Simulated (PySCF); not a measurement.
C₆H₁₁P₂ (charge -1).
Numbering: `[PH2:1][CH2:2][P-:3][C:4]1=[CH:5][CH2:6][CH2:7][CH2:8]1` (hydrogens: H9, H10 on P1; H11, H12 on C2; H13 on C5; H14, H15 on C6; H16, H17 on C7; H18, H19 on C8)

Computed with PySCF at PBE0/pcSseg-1, non-relativistic, on one gas-phase PBE0-D3(BJ)/def2-SVP geometry that isn't relaxed in the solvent. The solvent is an IEF-PCM continuum (Bondi radii, 1.10 Å for H, scaled by 1.2). Specific hydrogen bonds and non-electrostatic terms are outside this model.

Gas phase at PBE0/pcSseg-1: HOMO 0.48 eV, LUMO 4.62 eV.

What does the continuum do to the energy and the frontier levels at PBE0/pcSseg-1 in cyclohexane and acetonitrile?

| solvent | ε | E(solvent) − E(gas) (kcal/mol) | polarisation term (kcal/mol) | distortion of the solute (kcal/mol) | HOMO (eV) | LUMO (eV) |
| --- | --- | --- | --- | --- | --- | --- |
| cyclohexane | 2.017 | -25.05 | -25.57 | 0.52 | -1.60 | 2.76 |
| acetonitrile | 35.69 | -52.15 | -56.02 | 3.87 | -3.75 | 0.97 |

The first energy column is the sum of the next two and covers electrostatics alone. From cyclohexane to acetonitrile the lowering changes by a factor 2.08, Born's factor 1 − 1/ε by 1.93 and ε itself by 17.7.

Which radius a makes Born's formula ΔE = −(q²/2a)(1 − 1/ε) give the value in acetonitrile?

a = q²(1 − 1/ε)/(2|ΔE|) = 3.09 Å, with q = -1 e and |ΔE| = 0.0831 Eh; the farthest nucleus lies 3.88 Å from the centroid of the nuclei. The formula assumes a point charge at the centre of a sphere.

Which Hirshfeld charges (PBE0/pcSseg-1) respond most in acetonitrile (means over atoms taken as equivalent)?

| atoms | environment | gas (e) | solvent (e) | change |
| --- | --- | --- | --- | --- |
| P3 | phosphorus bonded to 2 C | -0.302 | -0.412 | -0.110 |
| P1 | phosphine phosphorus | -0.042 | -0.024 | +0.018 |
| C4 | fully substituted alkene carbon | -0.090 | -0.107 | -0.017 |
| H14/H15 | methylene hydrogen | +0.005 | +0.021 | +0.016 |
| H16/H17 | methylene hydrogen | +0.015 | +0.028 | +0.013 |
| H13 | vinylic hydrogen | +0.004 | +0.013 | +0.009 |
| H11/H12 | methylene hydrogen | +0.010 | +0.019 | +0.009 |
| C5 | alkene CH carbon | -0.145 | -0.137 | +0.008 |

Hardware: one thread of an Arm Neoverse V2, shared host with 96 logical CPUs at a one-minute load of 56. Cost: 45 s, 1.2 GiB resident at most. This is the whole shielding run at PBE0/pcSseg-1 in acetonitrile, SCF included.
